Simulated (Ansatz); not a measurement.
Start from `N[CH]([SiH3])[SnH3]` and change one atom or group to get `CBC(N)[SiH3]`.

Ansatz, PBE0-D4/def2-TZVP geometries, multiplicity 1. Each molecule was computed in one conformer, which needn't be the lowest.

Elements past krypton have def2 core potentials.

```csv
property,`N[CH]([SiH3])[SnH3]`
size of the dipole moment (B3LYP/def2-TZVPP) / D,0.86
HOMO–LUMO gap (PBE/def2-TZVPP) / eV,4.54
HOMO energy (B3LYP/def2-TZVPP) / eV,-6.42
size of the dipole moment (PBE/def2-TZVPP) / D,0.86
size of the dipole moment (ωB97M-V/def2-TZVPP) / D,0.79
HOMO–LUMO gap (ωB97M-V/def2-TZVPP) / eV,10.27
```

(1) What does the change do to each property? (Best estimate.)

Results:

(1) The calculation gave: 
```csv
property,`CBC(N)[SiH3]`,shift
size of the dipole moment (B3LYP/def2-TZVPP) / D,1.62,0.76
HOMO–LUMO gap (PBE/def2-TZVPP) / eV,3.86,-0.68
HOMO energy (B3LYP/def2-TZVPP) / eV,-6.73,-0.31
size of the dipole moment (PBE/def2-TZVPP) / D,1.68,0.82
size of the dipole moment (ωB97M-V/def2-TZVPP) / D,1.62,0.83
HOMO–LUMO gap (ωB97M-V/def2-TZVPP) / eV,10.41,0.14
```

With PBE0 the HOMO falls by 0.34 eV and the LUMO falls by 0.75 eV, so the gap narrows by about 0.41 eV. PBE moves the HOMO by -0.23 eV and ωB97M-V by -0.44 eV. The zero-point energy changes by 77.2 kJ/mol with +6 modes. Dipoles are sizes alone; their direction can turn.

Positive LUMOs are unbound, so they and the gaps depend on the basis.

B3LYP here is the variant with VWN-RPA as its local correlation; programs differ in this.
